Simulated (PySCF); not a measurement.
Running PySCF for Ca²⁺

File input.py (PySCF 2.14):

```python
from pyscf import gto, scf, cc

mol = gto.M(
    atom='Ca 0 0 0',
    basis='sapporo-dkh3-dzp-2012',
    charge=2,
    spin=0,
    symmetry=True,
    verbose=3,
)
mf = scf.RHF(mol)
mf = mf.sfx2c1e()
mf.kernel()
mycc = cc.CCSD(mf)
mycc.kernel()
e = mycc.ipccsd(nroots=5)[0]
print('roots (eV) =', (e*27.211386).round(3))
mf.dip_moment()
print('orbital energies (hartree):', mf.mo_energy[..., max(0, mol.nelec[1]-3):mol.nelec[0]+3].round(4))
```

```bash
$ OMP_NUM_THREADS=1 python input.py
```

It prints:

```
converged SCF energy = -679.008940228246
E(CCSD) = -679.2176082814776  E_corr = -0.2086680532316352
roots (eV) = [50.57  50.57  50.57  69.984 86.522]
Dipole moment(X, Y, Z, Debye):  0.00000, -0.00000,  0.00000
orbital energies (hartree): [-1.8772 -1.8772 -1.8772 -0.4165 -0.307  -0.307 ]
```

In short: E(SCF) = -679.008940 Eh, E(CCSD) − E(SCF) = -0.20867 Eh, ionisation roots 50.570, 50.570, 50.570, 69.984, 86.522 eV.

Hardware: Arm Neoverse V1, 1 thread, shared host. Wall time 1.1 s, peak memory 0.12 GiB.
